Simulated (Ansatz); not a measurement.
A run for Ansatz (an electronic-structure program): R-CCSD(T)/cc-pVDZ on C2H7Ga (SMILES C[CH2][GaH2]), a point of a torsion scan. The run froze 16 orbitals, filled d shells among them.

Ansatz 0.2 input:
```yaml
crystal:
  periodic: [false, false, false]
  atoms:
    - {symbol: C, position_ang: [-1.14502962, 0.48718247, 0.27346194]}
    - {symbol: C, position_ang: [-0.28626490, -0.64820795, -0.30720614]}
    - {symbol: Ga, position_ang: [1.67481804, -0.31820954, 0.14107540]}
    - {symbol: H, position_ang: [-2.18446619, 0.39691339, -0.04350663]}
    - {symbol: H, position_ang: [-0.77000081, 1.45724888, -0.06310185]}
    - {symbol: H, position_ang: [-1.11517510, 0.47643222, 1.36445215]}
    - {symbol: H, position_ang: [-0.44093248, -0.69045828, -1.39323674]}
    - {symbol: H, position_ang: [-0.61823634, -1.61393712, 0.09596306]}
    - {symbol: H, position_ang: [2.61403134, -1.28229202, 0.98194315]}
    - {symbol: H, position_ang: [2.39425893, 1.04713545, -0.22897564]}
basis:
  gaussian:
    orbitals: cc-pVDZ
magnetization: {spin_polarized: false}
correlation: {method: ccsd_t, electrons: outside_noble_gas}
scf: {lower_state_search: off}
```

Program output:

```
WARN ansatz: RAYON_NUM_THREADS=1 ignored (pool sized by the plan → 1); use --threads N
Functional definition: HF
these checks for a lower state are left out or cut short: stability, starts, cluster_reference, orbital_swaps, neighbouring_geometries, increment
integrals: 0.10 GiB planned
885 factors; integrals over basis functions are off by at most 1.3e-3 eV
mean field: 0.24 GiB planned
mean field evaluation 1: about -54502.3900 eV, gradient 2.6e1 eV
mean field evaluation 2: about -54502.4625 eV, gradient 2.5e1 eV
mean field evaluation 4: about -54504.4402 eV, gradient 2.7e0 eV
mean field evaluation 8: about -54504.4703 eV, gradient 1.1e-1 eV
mean field -54504.47041493 eV, -2003.0023432916 hartree, gradient 3.9e-6 eV, S^2 0.000000; 0 other end points of the search recorded, 0 dependent functions left out
16 core orbitals not correlated
reference -54504.47041493 eV, -2003.0023432916 hartree; 9, 9 occupied and 65, 65 virtual orbitals, 885 factors
second order -9.87590311 eV of doubles, -0.00000000 eV of singles
coupled cluster: 0.23 GiB planned
cycle   1  -10.80317767 eV  change   -9.3e-1 eV  update   7.2e-2
cycle   2  -11.16891771 eV  change   -3.7e-1 eV  update   2.3e-2
cycle   3  -11.19945943 eV  change   -3.1e-2 eV  update   6.3e-3
cycle   4  -11.19962452 eV  change   -1.7e-4 eV  update   2.0e-3
cycle   5  -11.19968568 eV  change   -6.1e-5 eV  update   5.8e-4
cycle   6  -11.19959991 eV  change    8.6e-5 eV  update   1.8e-4
cycle   7  -11.19956590 eV  change    3.4e-5 eV  update   6.4e-5
cycle   8  -11.19956395 eV  change    2.0e-6 eV  update   2.9e-5
cycle   9  -11.19955960 eV  change    4.3e-6 eV  update   1.1e-5
perturbative correction -0.29574632 eV, -0.0108684768 hartree
Total energy: -54515.96572085 eV, -2003.4247879925 hartree
Checks for a lower state left out: stability, starts, cluster_reference, orbital_swaps, neighbouring_geometries, increment
```

Self-consistency was reached.

Cost: very roughly 4 core-seconds.
